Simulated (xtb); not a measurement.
xtb input:

```bash
xtb mol.xyz --gfn 1 --opt tight --chrg 0 --uhf 0
```
mol.xyz:
```
4

Br     1.87192557    -0.20215737    -0.49279845
Al     0.01857086     0.93564885     0.08775786
Br    -1.88023402    -0.21644423     0.45353631
H      0.04937457     2.48762100     0.23332289
```

Q: What final total energy does it print?

A: -9.72628 Eh (GFN1-xTB).
